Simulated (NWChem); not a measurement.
Molecule: C₂H₆BFO; SMILES COB(C)F

```xyz
11

B     -0.1107     0.5347     0.0005
F     -0.9541     1.5758     0.0022
C      1.4479     0.7925    -0.0006
H      1.9429     0.3167     0.8559
H      1.6707     1.8628     0.0359
H      1.9259     0.3838    -0.9009
O     -0.7167    -0.6769    -0.0038
C     -0.0242    -1.9140     0.0029
H     -0.1639    -2.4031     0.9735
H     -0.4518    -2.5551    -0.7746
H      1.0487    -1.7965    -0.1841
```
Atoms are numbered in this order, from 1.

Program: NWChem. Pople sets run with spherical d functions. All runs use the structure optimised with B3LYP/6-31G* (spherical d). Isolated, static molecule.

GIAO at B3LYP/6-31G*: principal shieldings of F2 are 105.7, 296.2, 381.9 ppm; an isolated trichlorofluoromethane molecule has σ = 181.1 ppm at the same levels.

**Question.** Find the isotropic 19F shift, its principal values, the span and the skew.

**Answer.** 
1. σ(iso) = one third of the sum = 261.3 ppm.
2. δ = σ(reference) − σ = -80.2 ppm against trichlorofluoromethane.
3. δ11, δ22, δ33 = 75.4, -115.1, -200.8 ppm.
4. Span Ω = δ11 − δ33 = 276.2 ppm; skew κ = 3(δ22 − δ(iso))/Ω = -0.38.
